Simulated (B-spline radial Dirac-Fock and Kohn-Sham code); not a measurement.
# Kα2 (K-L2) energies across the elements Ne to Ca

Level of theory: Dirac-Fock ΔSCF + Breit + QED; a radial finite-basis atomic code. Free neutral atoms. Electron correlation is not included.

The screening constant σ is defined by E = 0.7500·Ry·(Z − σ)², the hydrogen-like form of Moseley's law.

| Z | element | computed (eV) | tabulated (eV) | √E | σ |
| --- | --- | --- | --- | --- | --- |
| 10 | Ne | 849.5 | 848.4 | 29.15 | 0.88 |
| 12 | Mg | 1254.3 | 1253.6 | 35.42 | 0.91 |
| 13 | Al | ? | ? | ? | ? |
| 14 | Si | 1740.2 | 1739.4 | 41.72 | 0.94 |
| 16 | S | 2307.0 | 2306.6 | 48.03 | 0.96 |
| 17 | Cl | 2621.1 | 2620.8 | 51.20 | 0.97 |
| 18 | Ar | 2955.5 | 2955.3 | 54.36 | 0.98 |
| 19 | K | 3310.9 | 3311.1 | 57.54 | 0.99 |
| 20 | Ca | 3687.0 | 3688.1 | 60.72 | 0.99 |

Q: Estimate the missing row, Al.

A: Computed 1487.1 eV, tabulated 1486.4 eV, √E = 38.56, σ = 0.93.

Tabulated energies: xraylib 4.2 line table, elements in their standard states.
